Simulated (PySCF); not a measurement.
# Structure from 2D NMR

Compound of formula C4H12N2O2Si2. Correlations simulated from computed shifts and the bond graph:

HSQC (one-bond C–H):
```csv
δH,δC
3.89,65.6
3.72,85.8
3.60,65.6
2.32,29.7
```

COSY cross peaks (H two or three bonds apart, from the bond graph; peaks can be absent where the dihedral angle is near 90°):
```csv
δH,δH
5.49,3.89
5.49,3.60
4.91,4.79
4.91,3.72
4.79,3.72
3.89,3.60
```

HMBC (two and three bonds, from the bond graph):
```csv
δH,δC
5.49,65.6
4.91,"215.2, 85.8"
4.79,"215.2, 85.8"
3.89,85.8
3.72,"215.2, 65.6, 29.7"
3.60,85.8
2.32,"215.2, 85.8"
```

Carbons without hydrogens: δ 215.2.

Theoretical values (PySCF): GIAO PBE0/pcSseg-1 shieldings, GFN2-xTB structure. Non-relativistic, one conformer, equivalent nuclei averaged, no solvent model.

Referencing at the same level of theory: $^{1}$H (σref 31.72), $^{13}$C (σref 186.93) vs TMS.

Exchangeable hydrogens are left out of these lists.

Q: Which molecule is this?

A: SMILES C1O[C@@H](C(C)=O)[SiH2]N[Si@H]1N.

Atoms are numbered as in `[CH3:1][C:2](=[O:3])[C@@H:4]1[O:5][CH2:6][Si@H:7]([NH2:8])[NH:9][SiH2:10]1`; H(Xn) means a hydrogen on atom n. Ha(C6), Ha(Si10) are cis to C2 on the ring; Hb(C6), Hb(Si10) are trans to C2 on the ring.

1. δC 215.2 is C2, a ketone carbonyl carbon.
2. δC 85.8 is C4, an sp3 CH bonded to O and Si, α to a carbonyl (δH 3.72).
3. δC 65.6 is C6, an sp3 CH2 bonded to O and Si (δH 3.60, 3.89).
4. δC 29.7 is C1, a methyl carbon α to a carbonyl (δH 2.32).
5. HMBC from δH 4.91 reaches the proton-free carbon C2.
6. HMBC from δH 4.79 reaches the proton-free carbon C2.
7. HMBC from δH 3.72 reaches the proton-free carbon C2.
8. HMBC from δH 2.32 reaches the proton-free carbon C2.
9. COSY links 5.49–3.89, 5.49–3.60, 4.91–4.79, 4.91–3.72, 4.79–3.72, 3.89–3.60.

This is the structure that produced the data.

The OH or NH signal is concentration- and solvent-dependent in practice; the value given is the gas-phase one. Shifts are as computed. Against solution values, carbons near 30 ppm lie about +3 ppm off and those near 130 ppm about +5 ppm. Of 1211 compounds with measured shifts, 218 miss one by over three times the rms of a fit or turn the order of signals round; such compounds aren't used in these exercises.
